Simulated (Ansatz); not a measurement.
Reaction (hydrogenolysis of a Ga–N bond): `[NH2][Ga]([NH2])[NH2]` + H₂ → `[NH2][GaH][NH2]` + NH₃

Gas-phase electronic energies from Ansatz, PBE0-D4/def2-TZVP geometries. CBS: MP2 limit from def2 TZ/QZ plus the TZ coupled-cluster correction, frozen cores. This one scheme is used for every species. DFT in def2-TZVPP. B3LYP here is the variant with VWN-RPA as its local correlation; programs differ in this. HSE06 is defined as in plane-wave codes. For Ga outer-core shells are correlated without core-valence functions, which leaves a few kJ/mol of doubt a bond. Scalar relativity is left out up to krypton. Each species was taken in one conformer, which may not be the lowest.

`[NH2][Ga]([NH2])[NH2]`:

```xyz
10

N    -0.141   -0.947   -1.553
Ga    0.006    0.013   -0.009
N    -1.379    1.067    0.546
N     1.567   -0.013    0.935
H    -1.045   -1.116   -1.963
H     0.475   -1.722   -1.732
H    -2.096    1.333   -0.110
H    -1.204    1.822    1.189
H     2.223   -0.767    0.816
H     1.594    0.328    1.882
```

H₂:

Z-matrix (Å, degrees):
```
H
H 1 0.746
```

`[NH2][GaH][NH2]`:

```xyz
8

N    -0.822    1.231    0.539
Ga   -0.480   -0.447   -0.063
N     1.242   -0.842   -0.480
H    -0.136    1.961    0.617
H    -1.747    1.561    0.753
H    -1.612   -1.501   -0.211
H     1.540   -1.753   -0.783
H     2.016   -0.210   -0.373
```

NH₃:

```xyz
4

N     0.107   -0.094    0.243
H     0.796   -0.108   -0.498
H    -0.675   -0.658   -0.067
H    -0.227    0.859    0.322
```

| level | ΔE (kcal/mol) | difference from CCSD(T)/CBS |
| --- | --- | --- |
| PBE-D4 | -0.1 | -2.1 |
| B97M-V | -3.0 | -5.0 |
| B3LYP-D4 | 0.3 | -1.7 |
| r2SCANh-D4 | 0.6 | -1.4 |
| r2SCAN0-D4 | 0.4 | -1.6 |
| CAM-B3LYP-D4 | -0.1 | -2.1 |
| ωB97X-V | 0.3 | -1.7 |
| PBE0 | -1.2 | -3.2 |
| B3LYP | -1.4 | -3.4 |
| r2SCANh | 0.3 | -1.7 |
| r2SCAN0 | 0.0 | -2.0 |
| HSE06 | -1.2 | -3.2 |
| BHLYP | -1.4 | -3.4 |
| RPA@PBE/def2-TZVPP | 1.3 | -0.7 |
| HF/def2-TZVPP | -2.3 | -4.3 |
| MP2/CBS(def2) | 3.6 | 1.6 |
| CCSD(T)/CBS | 2.0 | 0 |

Largest T1 diagnostic among the species: 0.013.

At CCSD(T), def2-SVP lies −1.8 kcal/mol from the extrapolated value and def2-TZVPP −0.5 kcal/mol. The D4 term adds +1.7 kcal/mol with B3LYP and +0.9 kcal/mol with PBE0; it sums over pairs of atoms, weighted by their polarisabilities, and B3LYP, whose exchange is more repulsive, gets the larger term.
